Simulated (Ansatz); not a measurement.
Molecule: ZrO₂, charge 0, multiplicity 3. The spin state was set by rule; other spins were not relaxed. 
Geometry from a B3LYP-D3(BJ)/def2-TZVP (Ansatz, a first-principles code) optimisation:
```xyz
3

Zr     0.1927     0.1373     0.2380
O      0.6032    -0.1057    -1.4665
O     -1.5668    -0.5808     0.2763
```
Charge 0, spin multiplicity 3.

Give the harmonic wavenumbers at B3LYP-D3(BJ)/def2-TZVP (Ansatz, finite differences of forces, unscaled).

154, 372, 868 cm⁻¹. Zero-point energy 2.0 kcal/mol.

From these and the geometry, give the ideal-gas thermochemistry at 298.15 K and 1 atm (rigid rotor, harmonic oscillator).

Point group Cs, rotational symmetry number 1. Rotational constants 15.62, 7.882, 5.239 GHz. S(trans) 40.34, S(rot) 23.73, S(vib) 3.85, S(elec, spin only) 2.18, S 70.1 cal/(mol K). H(298) - H(0) 3.02 kcal/mol; G - E(el) -15.9 kcal/mol.
